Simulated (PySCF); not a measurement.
Compound: C4H7FS2Si.
Structure used (GFN2-xTB), in Å, numbered top down from 1:
```
atom  x, y, z in Å
F1     3.8632    0.3274    1.0085
C2     2.6623   -0.0826    0.5837
C3     2.2042    0.2093   -0.6210
Si4    0.5382   -0.3571   -1.2542
S5    -0.8471    1.2602   -1.5666
C6    -1.8951    0.8805   -0.1163
C7    -2.0928   -0.6087    0.0382
S8    -0.4925   -1.4561    0.2779
H9     2.1485   -0.6689    1.3327
H10    2.8234    0.8035   -1.2768
H11    0.6128   -1.1217   -2.4907
H12   -2.8475    1.3806   -0.2894
H13   -1.4167    1.3079    0.7651
H14   -2.5746   -1.0369   -0.8407
H15   -2.6907   -0.8294    0.9220
```

Computed, not measured: TDDFT wB97X-D/def2-SVPD, vertical, gas phase, core orbitals frozen in the response (PySCF 2.14.0, density-fitted response routines).

Transition dipole moments from the ground state, in atomic units and in the frame of the coordinates above (overall signs are arbitrary), for the states with f of 0.002 or more among the lowest 8:

```json
{"state": "S2", "E (eV)": "5.498", "μx": "0.001", "μy": "-0.107", "μz": "-0.092"}
{"state": "S3", "E (eV)": "5.917", "μx": "0.378", "μy": "0.063", "μz": "0.200"}
{"state": "S4", "E (eV)": "6.144", "μx": "-0.055", "μy": "-0.107", "μz": "-0.283"}
{"state": "S5", "E (eV)": "6.460", "μx": "-0.018", "μy": "-0.158", "μz": "-0.102"}
{"state": "S6", "E (eV)": "6.843", "μx": "-0.488", "μy": "0.144", "μz": "-0.329"}
{"state": "S7", "E (eV)": "6.971", "μx": "0.167", "μy": "0.081", "μz": "0.129"}
{"state": "S8", "E (eV)": "6.995", "μx": "0.877", "μy": "-0.164", "μz": "0.756"}
```

**Question.** Work out the oscillator strengths.

**Answer.** f = (2/3) ΔE |μ|² with ΔE in hartree (27.2114 eV).

| state | \|μ\|² (au) | \|μ\| (D) | f |
| --- | --- | --- | --- |
| S2 | 0.020 | 0.36 | 0.003 |
| S3 | 0.187 | 1.10 | 0.027 |
| S4 | 0.094 | 0.78 | 0.014 |
| S5 | 0.036 | 0.48 | 0.006 |
| S6 | 0.367 | 1.54 | 0.062 |
| S7 | 0.051 | 0.58 | 0.009 |
| S8 | 1.367 | 2.97 | 0.234 |

**Question.** What angle do the transition dipoles of S6 and S8 make?

**Answer.** |cos θ| = |μa·μb| / (|μa| |μb|) = 0.99, so θ ≈ 9° (taken between 0 and 90°, since the signs are arbitrary).

**Question.** What peak molar absorption coefficient would the strongest computed level give as a lone Gaussian band 0.4 eV wide at half height?

**Answer.** ε(max) = 2.175×10⁸ f / FWHM, with the width in cm⁻¹. S8: 2.175×10⁸ × 0.2342 / 3226 ≈ 16000 L mol⁻¹ cm⁻¹.

One conformer stands for the species.
